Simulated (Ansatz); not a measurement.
# GeH3O (SMILES [OH][GeH2]): the energy, rung by rung

GeH3O: 5 atoms, total charge 0, spin state doublet. As SMILES, `[OH][GeH2]`. The shape is that of a PBE0-D4/def2-TZVP optimisation. This is one conformer, not always the lowest.

```xyz
5

O     0.3555   -1.0758    0.4607
Ge   -0.5201    0.4161    0.0177
H     1.0974   -0.9076    1.0465
H    -1.3968   -0.0144   -1.1803
H     0.5139    1.5080   -0.3859
```

Each level gives the energy change with the Ge2–H5 bond stretched from 1.557 to 3.114 Å (eV). The values are calculated.

```
          level                   kind  program  value (eV)  less FCI/STO-3G  CPU time (all runs)
     UHF/STO-3G           Hartree–Fock   Ansatz        3.23            +0.15               0.62 s
  USVWN5/STO-3G                    LDA   Ansatz        4.03            +0.95                3.5 s
U-r2SCAN/STO-3G               meta-GGA   Ansatz        3.70            +0.62                 15 s
  UB3LYP/STO-3G          global hybrid   Ansatz        3.64            +0.56                5.7 s
   UPBE0/STO-3G          global hybrid   Ansatz        3.65            +0.57                5.2 s
 RPA@PBE/STO-3G                    RPA   Ansatz        3.02            -0.06                 12 s
   UCCSD/STO-3G  coupled cluster or CI   Ansatz        3.16            +0.08                1.2 s
  UCCSDT/STO-3G  coupled cluster or CI   Ansatz        3.08             0.00                4.9 s
     FCI/STO-3G     exact in the basis   Ansatz        3.08             0.00              2.7 min
```

FCI/STO-3G is exact within its basis and frozen core, so for wave-function methods in that basis the difference is their error; functionals converge differently with the basis, so for them it is only a difference. All-electron rows without a relativistic Hamiltonian named are non-relativistic. The first shape isn't each level's own minimum. The values span 3.02 to 4.03 eV. Spin contamination of the reference (⟨S²⟩ at least 0.1 too high) touches UHF/STO-3G, UCCSD/STO-3G, UCCSDT/STO-3G. All rows use very small basis sets, so even the best lies far from the true value. In the correlated wave-function rows the outer d shell of Ge is correlated, in sets not made for it. Times are those of the runs behind each value, whatever else they computed, on shared processors of several kinds: orders of magnitude only.
